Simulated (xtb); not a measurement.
C3H5NOSi, SMILES O[Si@@H]1C=CC=N1. All values are semi-empirical tight-binding results from xtb (GFN2-xTB unless named), good for trends rather than for accurate numbers. Coordinates come from a GFN2-xTB optimisation. The structure was generated by enumeration; whether it is a known compound was not checked. The values are those of a single conformer.

Computed properties:
- orbital gap = 2.13 eV
- dipole moment = 2.01 D
- zero-point energy = 46.6 kcal/mol
- G − E(el) at 298.15 K (modified RRHO) = 27.7 kcal/mol
- static polarisability (D4 model) = 71.6 bohr³
- solvation energy, GFN2-xTB/ALPB(water) = -5.4 kcal/mol
- solvation energy, GFN2-xTB/ALPB(dmso) = -8.4 kcal/mol
